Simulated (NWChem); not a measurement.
System: C3H4F2Si; SMILES FC=C=C(F)[SiH3]

```xyz
10

F      0.3425     2.9062    -0.4241
C      0.0530     2.0028     0.5076
C     -0.2532     0.7582     0.2388
C     -0.4757    -0.5172     0.0257
F     -1.7233    -0.9852    -0.1665
Si     0.8687    -1.8479    -0.0498
H      0.0935     2.4145     1.5225
H      2.1860    -1.1957     0.1879
H      0.5924    -2.8750     0.9970
H      0.8347    -2.4987    -1.3918
```
Atoms are numbered in this order, from 1.

The geometry was optimised at PBE0/def2-SVP.

Q: Give the principal values of the shielding tensors (ppm) of F1, C2, C3, C4, F5 from Hartree-Fock/6-31G* (spherical d), GIAO (NWChem), with their diamagnetic and paramagnetic parts as GIAO splits them.

A: 
| atom | σ11 | σ22 | σ33 | isotropic | diamagnetic | paramagnetic |
|---|---|---|---|---|---|---|
| F1 | 343.4 | 353.8 | 447.3 | 381.5 | 475.1 | -93.5 |
| C2 | 9.4 | 92.5 | 124.5 | 75.5 | 253.7 | -178.2 |
| C3 | -23.2 | 14.3 | 38.0 | 9.7 | 256.5 | -246.8 |
| C4 | -4.4 | 86.9 | 118.7 | 67.1 | 253.0 | -185.9 |
| F5 | 287.7 | 356.8 | 457.9 | 367.5 | 474.2 | -106.7 |
